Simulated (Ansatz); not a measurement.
An input meant for Sr2Se⁺ (charge 1, doublet).

```yaml
crystal:
  periodic: [false, false, false]
  atoms:
    - {symbol: Sr, position_ang: [-0.846172, 2.582795, 0.269723]}
    - {symbol: Sr, position_ang: [0.716687, -2.610540, -0.362339]}
    - {symbol: Se, position_ang: [0.129484, 0.027745, 0.092616]}
basis:
  gaussian: {orbitals: def2-TZVPP}
total_charge: 1
magnetization: {spin_polarized: true, initial_magnetization: 9}
hamiltonian: {xc: {name: PBE0}, dispersion: d4}
```

```sh
$ ansatz run in.yaml --threads 4 --pin off --events-out ev --progress --plain --max-ram 3916MiB
```

It prints (some lines left out):

```
Functional definition: PBE0
900 factors; their error is unknown
mean field evaluation 1: about -66976.4182 eV, gradient 1.0e1 eV
mean field evaluation 2: about -66976.6585 eV, gradient 9.0e0 eV
mean field evaluation 4: about -66977.0459 eV, gradient 5.2e-1 eV
mean field evaluation 8: about -66977.0591 eV, gradient 8.6e-2 eV
mean field evaluation 16: about -66977.5094 eV, gradient 2.9e-3 eV
mean field evaluation 32: about -66976.8899 eV, gradient 2.9e0 eV
mean field evaluation 64: about -66977.0448 eV, gradient 8.2e-1 eV
mean field evaluation 96: about -66976.9735 eV, gradient 2.5e0 eV
mean field -66977.50937072 eV, -2461.3780703875 hartree, gradient 1.5e-5 eV, S^2 24.751421; 11 other end points of the search recorded, 0 dependent functions left out
reference -66977.50941019 eV, -2461.3780718382 hartree; 31, 22 occupied and 97, 106 virtual orbitals, 900 factors
Total energy: -66977.66247264 eV, -2461.3836967795 hartree
```

In this input the spin is set far too high (9 unpaired electrons typed, 1 in the doublet as meant). The run converged. The result belongs to that input, not to the species as meant.

In the def2 sets Sr takes a core potential; there is no spin–orbit coupling.
